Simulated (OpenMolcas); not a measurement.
# Mn4+ in tetrahedral coordination: ligands and hosts compared

```json
{
  "Program": "OpenMolcas",
  "Method": "CASSCF",
  "Active space": "3 electrons in 5 orbitals (3d)",
  "Spin-orbit coupling": "state interaction with AMFI integrals over the reference wave functions"
}
```

Distances were set from a Shannon-type radius of the metal (high-spin where two are listed) plus a fixed donor radius (S 1.78, Br 1.91, Cl 1.76 Å). Anionic complexes are neutralised by point charges, and hosts are embedded clusters. Ligand basis ANO-RCC-VDZP. States (labels of Td). Energies in cm-1 above the lowest state or level, χT in cm3 K/mol; under a threefold ground state the first gap can be a small split of the lowest multiplet, not the spin-orbit step.

```tsv
Ligand or host	R (Å)	Metal basis	Outer charge (e at Å behind ligand)	Ground state	First state of that spin	First gap with spin-orbit (degeneracies)	χT at 300 K	First state of another spin
S	2.17	ANO-RCC-VTZP	1 at 2.8	4T1	4T2 7225	28.2 (4, 2)	1.464	2E 11982
Br	2.3	ANO-RCC-VDZP		4T1	4T2 8396	51.9 (2, 4)	2.145	2E 13432
Cl	2.15	ANO-RCC-VTZP		4T1	4T2 8732	25.5 (4, 2)	1.523	2E 11855
```

The rows also differ in their metal basis and outer charges, so part of each step comes from that.

The first state of the same spin rises in the order S < Br < Cl, by a factor of 1.21 from first to last.

An orbital triplet at a regular site is open to Jahn-Teller coupling, which can distort the site and quench the lowest spin-orbit gaps and is left out. Without dynamic correlation the repulsion within the d shell is too large (B by tens of per cent), so at a given field states of lower spin stand too high. Ligand-to-metal charge-transfer states are missing. With no ligand orbital active B as a rule stays too high, so bands that hang on it stand too high and its fall with covalency is understated. With metal d orbitals alone and no dynamic correlation the field as a rule comes out too small, by tens of per cent, by up to half for chloride and softer ligands. The least metal-like active orbital is 74 % on the metal (Löwdin) and no ligand orbital is active, so the numbers are rough (holds for S). The sulfide ions are held by bare point charges, a crude embedding (holds for S). This ion would oxidise such ligands; the complex is a model and need not exist (holds for S; Br). The least metal-like active orbital is 71 % on the metal (Löwdin) and no ligand orbital is active, so the numbers are rough (holds for Br). The least metal-like active orbital is 76 % on the metal (Löwdin) and no ligand orbital is active, so the numbers are rough (holds for Cl). No measured value stands beside these numbers; the geometry was imposed, not optimised, and the real ion may take another.
